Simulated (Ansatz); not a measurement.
Total energies of SiHMe2F (C2H7FSi) from Ansatz at PBE0-D4/def2-TZVP, gas phase (1 Eh = 27.2114 eV = 2625.5 kJ/mol). The reference geometry is relaxed at PBE-D4/def2-SVP.

| state | geometry | energy (Eh) |
| --- | --- | --- |
| charge 0 singlet | reference | -469.61800 |
| charge 1 doublet | reference | -469.21325 |
| free Si atom (triplet) | – | -289.24943 |
| free H atom (doublet) | – | -0.50104 |
| free C atom (triplet) | – | -37.80537 |
| free F atom (doublet) | – | -99.67617 |

**Question.** Work out the vertical ionisation energy to the doublet.

**Answer.** E(charge 1 doublet) − E(charge 0 singlet) = -469.21325 − (-469.61800) = 0.40475 Eh = 11.01 eV. For comparison, −ε of the highest occupied level is 8.88 eV at this level, 2.13 eV less.

**Question.** What is the binding energy per atom against free atoms?

**Answer.** Atoms: 1 × (-289.24943) + 7 × (-0.50104) + 2 × (-37.80537) + 1 × (-99.67617) = -468.04362 Eh. Binding: -468.04362 − (-469.61800) = 1.57438 Eh = 42.84 eV, or 3.89 eV for each of 11 atoms (no zero-point energy, no counterpoise term).
